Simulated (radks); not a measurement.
Values are calculated unless marked as measured or tabulated.
Coulomb parameter of the 4d shell of the silver ion Ag+ in the model configuration [Kr] 4d9 5s1, as a second difference U = [E(n + 1) + E(n - 1) - 2 E(n)] / (1)^2 with all orbitals relaxed. "Bare": the charge of the atom changes with n. "Screened": the 5s shell takes up the change at fixed total charge, which measures U(4d,4d) + U(5s,5s) - 2 U(4d,5s). Code: a radial shooting solver on a logarithmic mesh with Libxc functionals. Model: Dirac Kohn-Sham, PBE, spin-unpolarised, spherical densities, point nucleus; open shells are shared between the two j in proportion to 2j + 1.

case         configuration  E - E(n) (eV)
start         [Kr] 4d9 5s1          0.000
bare +1      [Kr] 4d10 5s1        -13.155
bare -1       [Kr] 4d8 5s1         25.970
screened +1      [Kr] 4d10         -5.395
screened -1   [Kr] 4d8 5s2          7.638

U(bare) = 12.815 eV, U(screened by 5s) = 2.243 eV.
